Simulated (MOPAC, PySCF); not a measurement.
C2H10Ge2, SMILES `[CH3][GeH2][GeH2][CH3]` (C–Ge–Ge–C torsion 179°), neutral singlet in the gas phase. 

Cartesian coordinates (Å):
SMILES: [CH3][GeH2][GeH2][CH3]
```xyz
14

C     -2.1242     0.5710     0.4095
Ge    -1.1038    -0.8336    -0.4973
Ge     1.2141    -0.1965    -0.8181
C      2.2276    -1.5850    -1.7567
H     -3.1694     0.2575     0.5445
H     -1.6898     0.7811     1.3973
H     -2.1086     1.4966    -0.1834
H     -1.1701    -2.1354     0.3334
H     -1.7497    -1.1336    -1.8692
H      1.8674     0.0772     0.5558
H      1.2783     1.1205    -1.6248
H      1.7906    -1.7717    -2.7481
H      3.2736    -1.2722    -1.8870
H      2.2101    -2.5234    -1.1844
```
Charge 0, multiplicity 1.

All levels are single points at this geometry (PBE0-D3(BJ)/def2-SVP); Pople sets use spherical d functions. Orbital energies aren't observables, and empty levels follow the basis.

```csv
level,HOMO (eV),LUMO (eV),gap (eV),dipole (D),"vertical IE, Delta-SCF (eV)"
TPSSh-D3(BJ)/def2-TZVP in PySCF,-7.04,0.02,7.06,0.01,9.37
B3LYP/3-21G in PySCF,-7.26,0.68,7.94,0.01,–
SVWN5/6-31G* in PySCF,-6.40,-0.30,6.10,0.01,9.25
HF/6-31G* in PySCF,-9.97,3.37,13.34,0.01,8.89
HF/STO-3G in PySCF,-8.37,10.77,19.14,0.00,–
AM1 in MOPAC,-9.78,-1.18,8.61,0.00,–
PM3 in MOPAC,-10.34,-2.05,8.29,0.01,–
PM6 in MOPAC,-9.69,0.00,9.69,0.00,–
PM7 in MOPAC,-9.93,-1.70,8.22,0.00,–
```
